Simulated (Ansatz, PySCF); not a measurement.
System: SnH$_{3}$ (charge 0, doublet). SMILES: [SnH3]
Structure (B3LYP-D3(BJ)/def2-TZVP (Ansatz, a quantum-chemistry and plane-wave program) minimum search):
```
Sn
H 1 1.7237
H 1 1.7237 2 109.12
H 1 1.7237 2 109.12 3 119.15
```
Charge 0, spin multiplicity 2.

Property: atomisation energy, in kcal/mol. Terms: 6-31G* and kin with 6d, 5d where marked; LANL2DZ with its own core potentials from Na on; def2 sets with scalar-relativistic core potentials past Kr; spin-orbit terms left out; STO-3G and 3-21G all-electron and non-relativistic; UHF or UKS for open shells; atomisation electronic, to ground-state atoms; dispersion terms only where a functional's name holds one. Ab initio and DFT rows: single points at B3LYP-D3(BJ) geometries (Ansatz).

| level | program | atomisation energy (kcal/mol) |
|---|---|---|
| HF/LANL2DZ | Ansatz | 124.4 |
| HF/6-31G* with LANL2DZ past Ar | Ansatz | 122.3 |
| SVWN5/6-31G* with LANL2DZ past Ar | Ansatz | 197.9 |
| PBE/def2-SVP | Ansatz | 173.4 |
| BP86/6-31G* with LANL2DZ past Ar (5d) | PySCF | 186.3 |
| B3LYP/STO-3G | Ansatz | 301.7 |
| B3LYP/3-21G | Ansatz | 182.0 |
| B3LYP/LANL2DZ | Ansatz | 184.1 |
| B3LYP/6-31G* with LANL2DZ past Ar | Ansatz | 181.1 |
| PBE0/6-31G* with LANL2DZ past Ar | Ansatz | 172.9 |
| PBE/def2-TZVPD | Ansatz | 175.1 |
| M06-2X/def2-TZVPD | PySCF | 171.9 |
| wB97X-V/def2-TZVPD | Ansatz | 183.4 |

No value to compare with is used here. The 10 habitual levels span 122.3 (HF/6-31G* with LANL2DZ past Ar) to 301.7 kcal/mol (B3LYP/STO-3G); M06-2X/def2-TZVPD gives 171.9.

The levels are drawn from those run, B3LYP/6-31G* more often than the rest, none by its result; runs whose electronic state is in doubt are left out.
